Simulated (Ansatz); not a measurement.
```xyz
11

C    -1.3675    0.0733    1.5330
N    -0.2310    0.1856    0.6917
Mo    0.4999    0.5357   -0.8271
N     1.5203   -1.0361   -1.2744
O    -0.6926    0.8196   -1.9756
Cl    1.8239    2.3842   -0.5773
H    -2.3006    0.2175    0.9774
H    -1.3109    0.8188    2.3329
H    -1.3836   -0.9166    2.0010
H     1.7315   -1.2786   -2.2322
H     1.7105   -1.8034   -0.6493
```

Total charge 0; spin multiplicity 1. Mo: def2 effective core potential.

**Question.** List the r2SCAN/def2-TZVPP orbital energies in eV (the Gaussian-basis code of Ansatz). (Estimate.)

**Answer.** Ansatz gave: Occupied: -2752.92, -516.13, -385.94, -385.74, -274.36, -254.30, -192.80, -192.72, -192.71, -70.67, -44.17, -43.81, -43.57, -23.79, -22.64, -22.35, -20.54, -16.78, -13.20, -11.79, -11.64, -11.59, -11.03, -9.98, -9.71, -9.35, -9.17, -8.24, -7.88, -7.55, -6.95, -6.64. Lowest empty: -2.51, -2.31, -1.65, -1.00, -0.26, 0.15, 1.08, 1.39.
